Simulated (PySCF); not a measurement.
C2H3F3GeS.
Structure used (PBE0-D3(BJ)/def2-SVP), in Å, numbered top down from 1:
```xyz
10
C2H3F3GeS angstrom
F     -2.321   -1.852    0.084
C     -1.372   -0.992    0.335
F     -1.008   -1.021    1.596
C     -0.804   -0.174   -0.554
F     -1.224   -0.235   -1.825
Ge     0.637    1.071   -0.137
S      2.628    0.099   -0.354
H      0.451    1.592    1.294
H      0.601    2.183   -1.189
H      2.464   -0.692    0.729
```

The calculation used PBE0-D3(BJ)/def2-SVP geometry optimisation, gas phase in PySCF 2.14.0.

Masses are those of the commonest isotopes; rigid-rotor values at the optimised geometry. The values belong to one conformer with, in the numbering `[F:1][C:2]([F:3])=[C:4]([F:5])[GeH2:6][SH:7]`, C2–C4–Ge6–S7 88°, C4–Ge6–S7–H -70°.

Task: Give the principal moments of inertia and the rotational constants in GHz.

Result: Ia = 211.76, Ib = 614.94, Ic = 669.34 u·Å²; 505379 MHz·u·Å²/I gives 2387, 821.8 and 755.0 MHz, that is A = 2.3866, B = 0.8218, C = 0.7550 GHz.

Task: What kind of rotor is it?

Result: A near-prolate asymmetric top; Ray's κ = -0.918.

Task: What does the inertial defect say?

Result: Not planar: Δ = Ic − Ia − Ib = -157.35 u·Å². For a rigid frame Δ = −2 Σ m c², so Σ m c² = 78.68 u·Å² lies off the ab plane: 5.13 from hydrogen and 73.54 from heavier atoms. The atom farthest from that plane is 1.80 Å away.

Task: List the rotational levels J(Ka,Kc) to J = 5 (MHz).

Result: Above 0(0,0):
J = 1: 1(0,1) 1577, 1(1,1) 3142, 1(1,0) 3208
J = 2: 2(0,2) 4729, 2(1,2) 6229, 2(1,1) 6429, 2(2,1) 11123, 2(2,0) 11125
J = 3: 3(0,3) 9451, 3(1,3) 10858, 3(1,2) 11258, 3(2,2) 15854, 3(2,1) 15864, 3(3,1) 23846, 3(3,0) 23846
J = 4: 4(0,4) 15737, 4(1,4) 17028, 4(1,3) 17695, 4(2,3) 22160, 4(2,2) 22191, 4(3,2) 30158, 4(3,1) 30158, 4(4,1) 41341, 4(4,0) 41341
J = 5: 5(0,5) 23581, 5(1,5) 24736, 5(1,4) 25737, 5(2,4) 30039, 5(2,3) 30112, 5(3,3) 38049, 5(3,2) 38050, 5(4,2) 49230, 5(4,1) 49230, 5(5,1) 63609, 5(5,0) 63609

Task: Which lines would a microwave search look for?

Result: The dipole components are |μa| = 0.04 D, |μb| = 0.88 D, |μc| = 1.19 D. Intensities carry the squares of the components, which stand as 0.00 : 0.55 : 1.00 (a : b : c). Some lines, for components of 0.1 D or more:

```json
{"type": "c", "branch": "Q", "J(Ka,Kc)": "2(1,2) ← 2(0,2)", "MHz": "1500", "lower level (cm⁻¹)": "0.158"}
{"type": "c", "branch": "Q", "J(Ka,Kc)": "1(1,1) ← 1(0,1)", "MHz": "1565", "lower level (cm⁻¹)": "0.053"}
{"type": "b", "branch": "R", "J(Ka,Kc)": "2(0,2) ← 1(1,1)", "MHz": "1587", "lower level (cm⁻¹)": "0.105"}
{"type": "b", "branch": "Q", "J(Ka,Kc)": "1(1,0) ← 1(0,1)", "MHz": "1632", "lower level (cm⁻¹)": "0.053"}
{"type": "b", "branch": "Q", "J(Ka,Kc)": "2(1,1) ← 2(0,2)", "MHz": "1700", "lower level (cm⁻¹)": "0.158"}
{"type": "b", "branch": "R", "J(Ka,Kc)": "1(1,1) ← 0(0,0)", "MHz": "3142", "lower level (cm⁻¹)": "0.000"}
{"type": "c", "branch": "R", "J(Ka,Kc)": "1(1,0) ← 0(0,0)", "MHz": "3208", "lower level (cm⁻¹)": "0.000"}
{"type": "b", "branch": "R", "J(Ka,Kc)": "2(1,2) ← 1(0,1)", "MHz": "4652", "lower level (cm⁻¹)": "0.053"}
{"type": "c", "branch": "Q", "J(Ka,Kc)": "2(2,1) ← 2(1,1)", "MHz": "4694", "lower level (cm⁻¹)": "0.214"}
{"type": "b", "branch": "Q", "J(Ka,Kc)": "2(2,0) ← 2(1,1)", "MHz": "4696", "lower level (cm⁻¹)": "0.214"}
{"type": "c", "branch": "R", "J(Ka,Kc)": "2(1,1) ← 1(0,1)", "MHz": "4852", "lower level (cm⁻¹)": "0.053"}
{"type": "b", "branch": "Q", "J(Ka,Kc)": "2(2,1) ← 2(1,2)", "MHz": "4895", "lower level (cm⁻¹)": "0.208"}
{"type": "b", "branch": "R", "J(Ka,Kc)": "2(2,1) ← 1(1,0)", "MHz": "7915", "lower level (cm⁻¹)": "0.107"}
{"type": "c", "branch": "R", "J(Ka,Kc)": "2(2,0) ← 1(1,0)", "MHz": "7917", "lower level (cm⁻¹)": "0.107"}
{"type": "c", "branch": "R", "J(Ka,Kc)": "2(2,1) ← 1(1,1)", "MHz": "7982", "lower level (cm⁻¹)": "0.105"}
{"type": "b", "branch": "R", "J(Ka,Kc)": "2(2,0) ← 1(1,1)", "MHz": "7984", "lower level (cm⁻¹)": "0.105"}
```

Stationary, but not proved a minimum. These are rigid-rotor constants of the computed structure; measured ground-state constants (B0) also hold zero-point vibration.

Time: 2.8 min of wall time; peak memory 0.58 GiB. Hardware: one thread, Arm Neoverse N1 (aarch64), shared host with 64 logical CPUs at a one-minute load of 61. This is the geometry optimisation.
